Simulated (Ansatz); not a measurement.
Program: Ansatz. Geometries: PBE0-D4/def2-TZVP. ΔE: electronic, gas phase. CCSD(T)/CBS is the MP2 limit (def2-TZVPP, def2-QZVPP) plus CCSD(T) − MP2 in def2-TZVPP, frozen cores. This one scheme is used for every species. DFT in def2-TZVPP. B3LYP here is the variant with VWN-RPA as its local correlation; programs differ in this. One conformer a species, not always the lowest.

Consider the formal exchange of groups at the Si–C bond: `O=C[SiH](O)CO` + CH₄ → `C[SiH](O)C=O` + CH₃OH.

| level | ΔE (kJ/mol) | difference from CCSD(T)/CBS |
| --- | --- | --- |
| PBE-D4 | -4.0 | 6.3 |
| r2SCAN-D4 | -6.4 | 3.9 |
| PBE0-D4 | -8.1 | 2.2 |
| B3LYP-D4 | -6.4 | 3.9 |
| ωB97X-V | -8.3 | 2.0 |
| ωB97M-V | -7.6 | 2.7 |
| B2PLYP | -9.8 | 0.5 |
| PBE | -6.3 | 4.0 |
| r2SCAN | -7.1 | 3.2 |
| PBE0 | -10.1 | 0.2 |
| B3LYP | -9.9 | 0.4 |
| HF/def2-TZVPP | -18.4 | -8.1 |
| MP2/def2-TZVPP | -10.2 | 0.1 |
| SCS-MP2/def2-TZVPP | -11.2 | -0.9 |
| CCSD/def2-TZVPP | -11.3 | -1.0 |
| CCSD(T)/def2-TZVPP | -9.5 | 0.8 |
| HF/def2-QZVPP | -19.2 | -8.9 |
| MP2/def2-QZVPP | -11.0 | -0.7 |
| SCS-MP2/def2-QZVPP | -11.9 | -1.6 |
| HF/CBS(def2) | -19.3 | -9.0 |
| MP2/CBS(def2) | -11.1 | -0.8 |
| CCSD/CBS(def2) | -12.2 | -1.9 |
| CCSD(T)/CBS | -10.3 | 0 |

Largest T1 diagnostic among the species: 0.014.

The D4 term adds +3.5 kJ/mol with B3LYP and +2.0 kJ/mol with PBE0; it sums over pairs of atoms, weighted by their polarisabilities, and B3LYP, whose exchange is more repulsive, gets the larger term. From PBE to PBE0 (25 % exact exchange), in def2-TZVPP and without D4, ΔE moves by −3.8 kJ/mol. In def2-TZVPP, CCSD(T) changes the Hartree–Fock value by +9.0 kJ/mol (the triples alone add +1.9 kJ/mol) and MP2 by +8.2 kJ/mol.
